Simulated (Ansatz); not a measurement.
Reaction (ligand exchange at a Ga–Se bond): `[Cl][Ga]([Cl])[SeH]` + HCl → gallium trichloride + H₂Se

Calculated with Ansatz (gas phase, PBE0-D4/def2-TZVP geometries, no zero-point term in ΔE). CBS: MP2 limit from def2 TZ/QZ plus the TZ coupled-cluster correction, frozen cores. This one scheme is used for every species. Functionals use def2-TZVPP. B3LYP here is the variant with VWN-RPA as its local correlation; programs differ in this. For Ga, Se outer-core shells are correlated without core-valence functions, which leaves a few kJ/mol of doubt a bond. Scalar relativity is left out up to krypton. One conformer a species, not always the lowest.

`[Cl][Ga]([Cl])[SeH]`:

Z-matrix (Å, degrees):
```
Ga
Cl 1 2.125
Se 1 2.299 2 120.0
Cl 1 2.127 2 117.8 3 180.0
H 3 1.470 1 90.8 2 -179.9
```

HCl:

Cartesian coordinates in Å:
```
Cl 0.373 0.056 -0.516
H -0.373 -0.056 0.516
```

`[Cl][Ga]([Cl])[Cl]`:

```xyz
4

Cl    0.896    0.820    1.727
Ga    0.000    0.000    0.000
Cl    0.003   -2.090   -0.301
Cl   -0.899    1.271   -1.427
```

H₂Se:

Cartesian coordinates in Å:
```
Se 0.433 0.522 0.092
H -0.246 -0.419 0.989
H -0.187 -0.102 -1.081
```

```csv
level,ΔE (kJ/mol)
B3LYP-D4,-1.5
BHLYP-D4,-3.9
PBE,0.4
PBE0,-1.7
RPA@PBE/def2-TZVPP,-2.1
MP2/def2-SVP,-10.1
CCSD(T)/def2-TZVPP,-1.9
MP2/def2-QZVPP,1.9
```

Problem. What does CCSD(T)/CBS give? (An estimate is asked.)

Solution. Computed: +0.8 kJ/mol. The listed levels differ from it by -2.3, -4.7, -0.4, -2.5, -2.9, -10.9, -2.7, 1.1 kJ/mol.

Largest T1 diagnostic among the species: 0.011.

From BLYP to BHLYP (50 % exact exchange), in def2-TZVPP and without D4, ΔE moves by −4.5 kJ/mol. Leaving LDA and LC-ωPBE aside and taking each functional with its dispersion term where it has one, the values, not all of them listed here, spread over 11.8 kJ/mol, from B97M-V to PBE-D4. In def2-TZVPP, CCSD(T) changes the Hartree–Fock value by +14.0 kJ/mol (the triples alone add +1.6 kJ/mol) and MP2 by +16.5 kJ/mol.
